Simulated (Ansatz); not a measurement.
SiH2 (SMILES [SiH2]), charge 0, multiplicity 1, relaxed at each level with Ansatz (a quantum-chemistry and plane-wave program); harmonic frequencies from differences of analytic forces, average atomic masses, frozen cores.

Question: Give the equilibrium geometry, the harmonic frequencies and the zero-point energy at wB97X-V/def2-TZVPP.

Answer: 
(charge 0, multiplicity 1):
```json
[
 {"atom": "Si", "x (Å)": "-0.0004", "y (Å)": "0.1290", "z (Å)": "0.0000"},
 {"atom": "H", "x (Å)": "-1.0886", "y (Å)": "-0.9317", "z (Å)": "0.0000"},
 {"atom": "H", "x (Å)": "1.0947", "y (Å)": "-0.9245", "z (Å)": "0.0000"}
]
```
Frequencies (cm⁻¹): 1034, 2086, 2088. Zero-point energy 7.45 kcal/mol.

Question: Give the equilibrium geometry, the harmonic frequencies and the zero-point energy at CCSD(T)/cc-pV(Q+d)Z.

Answer: 
(charge 0, multiplicity 1):
```xyz
3

Si    -0.0004     0.1244     0.0000
H     -1.0910    -0.9294     0.0000
H      1.0971    -0.9221     0.0000
```
Frequencies (cm⁻¹): 1022, 2075, 2077. Zero-point energy 7.40 kcal/mol.

Doubts at one or more of the structures used: a restricted determinant that unrestricted orbitals would lower (CCSD(T)/cc-pV(Q+d)Z).
